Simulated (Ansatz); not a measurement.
Consider the substitution at a C–N bond: `C/N=C/NC` + `[OH][Hf]([Cl])([Cl])[Cl]` → `C[O][Hf]([Cl])([Cl])[Cl]` + `CNC=N`.

Program: Ansatz. Geometries: PBE0-D4/def2-TZVP. ΔE: electronic, gas phase. CBS: MP2 limit from def2 TZ/QZ plus the TZ coupled-cluster correction, frozen cores. DFT in def2-TZVPP. B3LYP here is the variant with VWN-RPA as its local correlation; programs differ in this. HSE06 is defined as in plane-wave codes. def2 core potentials past Kr. For Hf outer-core shells are correlated without core-valence functions, which leaves a few kJ/mol of doubt a bond. One conformer a species, not always the lowest.

```tsv
level	ΔE (kcal/mol)	difference from CCSD(T)/CBS
B3LYP-D4	4.9	-0.8
HSE06-D4	5.8	0.1
ωB97M-V	5.9	0.2
r2SCAN	5.5	-0.2
r2SCAN0	5.8	0.1
BHLYP	5.0	-0.7
CAM-B3LYP	5.3	-0.4
RPA@PBE/def2-TZVPP	3.9	-1.8
MP2/def2-TZVPP	5.8	0.1
HF/CBS(def2)	3.9	-1.8
CCSD(T)/CBS	5.7	0
```

Largest T1 diagnostic among the species: 0.014.

From BLYP to BHLYP (50 % exact exchange), in def2-TZVPP and without D4, ΔE moves by +0.7 kcal/mol. Leaving LDA and LC-ωPBE aside and taking each functional with its dispersion term where it has one, the values, not all of them listed here, spread over 1.3 kcal/mol, from BLYP-D4 to ωB97M-V. LDA lies +1.7 kcal/mol from PBE without D4.
